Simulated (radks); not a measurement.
Values are calculated unless marked as measured or tabulated.
Spherical jellium clusters: N electrons in a uniform positive sphere of charge N and radius rs N^(1/3), rs = 5.6 bohr. Level of theory: non-relativistic Kohn-Sham, LDA (Slater exchange, Perdew-Wang correlation), spin-polarised, spherical densities (a radial shooting solver with Libxc functionals). Levels are named by radial order and angular momentum (1s, 1p, 1d, 2s, ...), and open shells are averaged over m.

N = 3, configuration 1s2 1p(up 1, down 0). This is the lowest configuration that the search found. Occupied and some empty levels:

| level | occupation | eigenvalue (eV) | <r> (bohr) |
|---|---|---|---|
| 1s up | 1 | -2.9106 | 5.748 |
| 1s down | 1 | -2.6882 | 5.729 |
| 1p up | 1 | -1.8484 | 7.288 |
| 1p down | 0 | -1.6228 | 7.418 |
| 1d up | 0 | -0.69998 | 9.193 |
| 2s up | 0 | -0.60329 | 10.33 |
| 1d down | 0 | -0.52288 | 9.626 |
| 2s down | 0 | -0.50697 | 10.84 |

Energy (eV): total -4.51107, kinetic 3.0873, external -35.604, Hartree 17.595, exchange-correlation -7.7824, background 18.193.

Electron density:

| r (bohr) | n(r) (e/bohr^3) |
|---|---|
| 0.606 | 0.002179 |
| 1.28 | 0.002168 |
| 1.96 | 0.002139 |
| 2.63 | 0.002082 |
| 3.31 | 0.001982 |
| 3.98 | 0.001832 |
| 4.66 | 0.001628 |
| 5.33 | 0.001382 |
| 6.01 | 0.001112 |
| 6.68 | 0.0008452 |
| 7.36 | 0.0006059 |
| 8.03 | 0.0004109 |
| 8.71 | 0.0002659 |
| 9.38 | 0.0001660 |
| 10.1 | 0.0001005 |
| 10.7 | 0.00005999 |
| 11.4 | 0.00003493 |
| 12.1 | 0.00002025 |
| 12.8 | 0.00001152 |
| 13.4 | 6.563e-06 |
